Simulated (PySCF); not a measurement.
Ge(Cl)(SH)3 (ClGeH₃S₃), SMILES [Cl][Ge]([SH])([SH])[SH].

Coordinates come from a ωB97X-D3(BJ)/def2-SVP optimisation. The structure was generated by enumeration, and PubChem lists no compound with its InChIKey, so it may never have been made. Other conformers were not sampled.

Two levels are set side by side: PBE/def2-TZVP (PySCF) and r2SCAN/def2-TZVP (PySCF). Same geometry, gas phase. Differences are taken from unrounded values.

| quantity | r2SCAN | PBE | PBE minus r2SCAN |
|---|---|---|---|
| orbital gap (eV) | 4.61 | 4.10 | -0.50 |
| highest occupied level (eV) | -6.81 | -6.50 | 0.31 |
| lowest empty level (eV) | -2.20 | -2.40 | -0.19 |
| dipole moment (D) | 2.50 | 2.38 | -0.12 |
| mean polarisability (bohr³) | 98.3 | 100.8 | 2.5 |

Rough cost on one machine, each run with all the roots and properties that it gave: r2SCAN against PBE about 3 times.
